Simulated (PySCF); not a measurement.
Species: ethynyl(prop-2-ynyl)silane, C₅H₆Si, net charge 0, singlet state. SMILES: C#CC[SiH2]C#C
Structure (B3LYP-D3(BJ)/def2-TZVP (Ansatz) minimum search):
```xyz
12

C      3.0579     1.1372     0.2799
C      1.8598     1.1296     0.1985
C      0.4170     1.0429     0.0955
Si    -0.1361    -0.7620    -0.0584
C     -1.9588    -0.8082    -0.1844
C     -3.1620    -0.8129    -0.2660
H      4.1169     1.1632     0.3531
H     -0.0644     1.4813     0.9741
H      0.0539     1.5943    -0.7763
H      0.2882    -1.5182     1.1371
H      0.4509    -1.3626    -1.2731
H     -4.2235    -0.8222    -0.3383
```
Charge 0, spin multiplicity 1.

Dispersion corrections to the total energy (kcal/mol) from the dftd3 and dftd4 libraries through PySCF: D3(BJ) without and D4 with the three-body term, each with the damping fitted for the functional named.

```
functional  D3(BJ)      D4
----------  ------  ------
B2GP-PLYP    -4.55   -2.63
TPSSh          ___   -7.49
HF             ___  -21.06
PBE          -6.31   -6.11
revPBE      -15.45  -18.22
PBE0         -5.62   -5.20
r2SCAN       -1.87     ___
```

Task: Fill in the missing entries.

Result: 
- TPSSh, D3(BJ): -7.51
- HF, D3(BJ): -48.31
- r2SCAN, D4: -1.57
